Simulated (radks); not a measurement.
Excited configurations of Sc II: one electron is placed in a higher orbital outside [Ar] 3d1. The ground configuration is [Ar] 3d1 4s1. Calculated with a radial shooting solver on a logarithmic mesh with Libxc functionals: non-relativistic Kohn-Sham, LDA (Slater exchange, Perdew-Wang correlation), spin-polarised, spherical densities, point nucleus; open shells are filled with parallel spins first. Excitation = E - E(ground); binding = E(ion) - E, where the ion is the core of charge +2; n* = 2/sqrt(2 binding) in atomic units, and the quantum defect is n - n*.

outer orbital  excitation (eV)  binding (eV)     n*  quantum defect  eigenvalue (eV)  <r> (bohr)
4p                       3.517         9.725  2.366           1.634           -7.381       3.981
4f                       9.689         3.553  3.914           0.086           -2.579       8.603
5f                      10.875         2.367  4.795           0.205           -1.829       14.85
7s                      10.967         2.275  4.891           2.109           -1.861       18.80
7p                      11.237         2.005  5.210           1.790           -1.636       20.93

Estimate the row for 6p.

Answer. excitation (eV) 10.265; binding (eV) 2.977; n* 4.276; quantum defect 1.724; eigenvalue (eV) -2.398; <r> (bohr) 13.88. The Delta-SCF ionisation energy is 13.242 eV (NIST Atomic Spectra Database: 12.800 eV, measured). Self-interaction in the functional shifts the binding energies and quantum defects, so they are the method's values and not measured ones. Open shells are spherical and high-spin; term and fine-structure splittings are not resolved.
